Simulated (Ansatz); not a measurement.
`C=NB(F)Br` + HCl → `FB(Cl)Br` + `C=N` at 298.15 K and 1 bar (ligand exchange at a B–N bond).

Isolated molecules relaxed with PBE0-D4/def2-TZVP in Ansatz; ΔE leaves out vibrations. CCSD(T)/CBS is the MP2 limit (def2-TZVPP, def2-QZVPP) plus CCSD(T) − MP2 in def2-TZVPP, frozen cores. This one scheme is used for every species. For Br outer-core shells are correlated without core-valence functions, which leaves a few kJ/mol of doubt a bond. Scalar relativity is left out up to krypton. One conformer a species, not always the lowest.

| species | CCSD(T)/CBS energy (Eh) | H − E (kJ/mol) | S (J/(mol·K)) |
| --- | --- | --- | --- |
| `C=NB(F)Br` | -2791.95772 | 118.6 | 330.6 |
| HCl | -460.38127 | 26.6 | 186.8 |
| `FB(Cl)Br` | -3157.81685 | 36.6 | 304.7 |
| `C=N` | -94.52360 | 115.3 | 227.0 |

H − E and S are ideal-gas, rigid-rotor, harmonic terms from PBE0-D4/def2-TZVP, for one conformer and one mirror image of each species. 1 Eh = 2625.50 kJ/mol, R = 8.31446 J/(mol·K).

Q: By hand: ΔE, ΔH, ΔS and ΔG.

A: ΔE = (-3157.81685) + (-94.52360) − (-2791.95772) − (-460.38127) = -0.00146 Eh = -3.8 kJ/mol. Δ(H − E) = 36.6 + 115.3 − 118.6 − 26.6 = 6.7, so ΔH = 2.9 kJ/mol. ΔS = 304.7 + 227.0 − 330.6 − 186.8 = 14.3 J/(mol·K). ΔG = 2.9 − 298.15 × (14.3)/1000 = -1.4 kJ/mol.

Q: By hand: the equilibrium constant, and the temperature at which ΔG would vanish if ΔH and ΔS stayed fixed.

A: log₁₀ K = −ΔG/(RT ln 10) = 0.2. ΔG = 0 at ΔH/ΔS = 203 K, though so small a ΔH makes that figure unsure.

TΔS isn't small against ΔH here. The sign of ΔG lies within the doubt. A doubt of 5 kJ/mol in ΔE shifts log₁₀ K by 0.9 here. Other conformers and mirror images would add mixing entropy, several J/(mol·K) or more a flexible species. These are equilibria of isolated gas molecules and say nothing of rates. Largest T1 diagnostic: 0.012 (customary marks: 0.02 for closed shells, 0.045 for open ones).
